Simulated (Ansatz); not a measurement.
Total energies of BrGaHNZn.

```xyz
5

Br    0.918   -2.186    2.147
Ga    0.108    0.836   -2.305
N    -0.306    0.632   -0.489
Zn    0.214   -0.607    0.730
H    -0.933    1.325   -0.084
```

Total charge 0; spin multiplicity 1. For Zn the d shell is correlated and the shells below it are frozen. Correlated methods include outer-core shells of Br, Ga, which these sets cover unevenly. Scalar relativity is left out up to krypton. The bonds changed during the relaxation, so this is another structure than the one it started from. The geometry is a stationary point of PBE0-D4/def2-TZVP. Basis def2-TZVPP, the Gaussian-basis code of Ansatz.

RPA on PBE orbitals: Hartree–Fock energy of these orbitals -6328.52755 Eh, correlation -1.65372 Eh (frozen core).

```
             functional  energy without D4 (Eh)  D4 term (kJ/mol)
                    PBE             -6332.86860             -13.9
                 revPBE             -6333.37673             -33.0
                   BLYP             -6334.05125             -29.3
                 r2SCAN             -6333.80487              -3.1
                 B97M-V             -6332.67333                 –
                   PBE0             -6333.01128             -12.0
                r2SCANh             -6333.77359              -3.5
                r2SCAN0             -6333.72928              -4.0
HSE06 (plane-wave form)             -6333.01135             -11.5
                  BHLYP             -6333.76900             -21.8
                LC-ωPBE             -6332.98951                 –
                ωB97X-V             -6333.27075                 –
                 B2PLYP             -6332.81135                 –
               PBE-QIDH             -6332.10775                 –
```

Question: Give the same for LDA (SPW92), B3LYP, CAM-B3LYP, ωB97M-V. (Estimate.)

Answer: The calculation gave: 
| functional | energy without D4 (Eh) | D4 term (kJ/mol) |
| --- | --- | --- |
| LDA (SPW92) | -6323.96249 | – |
| B3LYP | -6334.00651 | -23.0 |
| CAM-B3LYP | -6334.20933 | -12.7 |
| ωB97M-V | -6333.51801 | – |

B3LYP takes the VWN-RPA correlation (the form of Gaussian; ORCA's B3LYP/G). HSE06 is the plane-wave form, built on full-range PBE exchange. The double hybrids freeze the cores in their second-order part.

LC-ωPBE has ω = 0.4 bohr⁻¹.
